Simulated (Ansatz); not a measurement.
`CN[CH2][GeH3]` and `CN[CH2][AlH][NH2]` differ in one atom or group.

Ansatz, PBE0-D4/def2-TZVP geometries, multiplicity 1. Each molecule was computed in one conformer, which needn't be the lowest.

Scalar relativity is left out up to krypton.

```csv
property,`CN[CH2][GeH3]`
LUMO energy (PBE0/def2-TZVPP) / eV,0.78
HOMO–LUMO gap (PBE/def2-TZVPP) / eV,5.10
size of the dipole moment (B3LYP/def2-TZVPP) / D,1.20
HOMO–LUMO gap (ωB97M-V/def2-TZVPP) / eV,11.19
LUMO energy (B3LYP/def2-TZVPP) / eV,0.48
HOMO energy (PBE0/def2-TZVPP) / eV,-6.53
```

(1) Give the same properties after the change, and the shifts. (Best estimate.)

Results:

(1) Computed: 
| property | `CN[CH2][AlH][NH2]` | shift |
| --- | --- | --- |
| LUMO energy (PBE0/def2-TZVPP) / eV | -0.19 | -0.97 |
| HOMO–LUMO gap (PBE/def2-TZVPP) / eV | 3.83 | -1.27 |
| size of the dipole moment (B3LYP/def2-TZVPP) / D | 0.95 | -0.25 |
| HOMO–LUMO gap (ωB97M-V/def2-TZVPP) / eV | 9.86 | -1.33 |
| LUMO energy (B3LYP/def2-TZVPP) / eV | -0.39 | -0.87 |
| HOMO energy (PBE0/def2-TZVPP) / eV | -6.15 | 0.38 |

With PBE0 the HOMO rises by 0.38 eV and the LUMO falls by 0.97 eV, so the gap narrows by about 1.35 eV. PBE moves the HOMO by 0.34 eV and ωB97M-V by 0.41 eV. Dipoles are sizes alone; their direction can turn.

B3LYP here is the variant with VWN-RPA as its local correlation; programs differ in this.
